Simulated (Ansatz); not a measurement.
Calculated with Ansatz (gas phase, PBE0-D4/def2-TZVP geometries, no zero-point term in ΔE). CCSD(T)/CBS adds triple-zeta CCSD(T) − MP2 to the extrapolated MP2 energy (def2 sets, frozen cores). Functionals use def2-TZVPP. B3LYP here is the variant with VWN-RPA as its local correlation; programs differ in this. Elements past krypton have def2 core potentials. For Sn outer-core shells are correlated without core-valence functions, which leaves a few kJ/mol of doubt a bond. Each species was taken in one conformer, which may not be the lowest.

Reaction (cleavage of the Si–B bond): `FC([SiH3])B[SiH3]` + `[OH][SnH2][OH]` → `[OH][SnH2][O][SiH3]` + `BC(F)[SiH3]`

| level | ΔE (eV) |
| --- | --- |
| B3LYP-D4 | -1.21 |
| ωB97X-V | -1.20 |
| ωB97M-V | -1.20 |
| SCS-MP2/def2-QZVPP | -1.36 |

**Question.** What does CCSD(T)/CBS give? (Best estimate.)

**Answer.** The calculation gave: -1.22 eV. The listed levels differ from it by 0.01, 0.02, 0.02, -0.14 eV.

Largest T1 diagnostic among the species: 0.014.

From PBE to PBE0 (25 % exact exchange), in def2-TZVPP and without D4, ΔE moves by −0.13 eV. In def2-TZVPP, CCSD(T) changes the Hartree–Fock value by +0.44 eV (the triples alone add +0.06 eV) and MP2 by +0.38 eV. The D4 term adds +0.04 eV with B3LYP and +0.02 eV with PBE0; it sums over pairs of atoms, weighted by their polarisabilities, and B3LYP, whose exchange is more repulsive, gets the larger term.
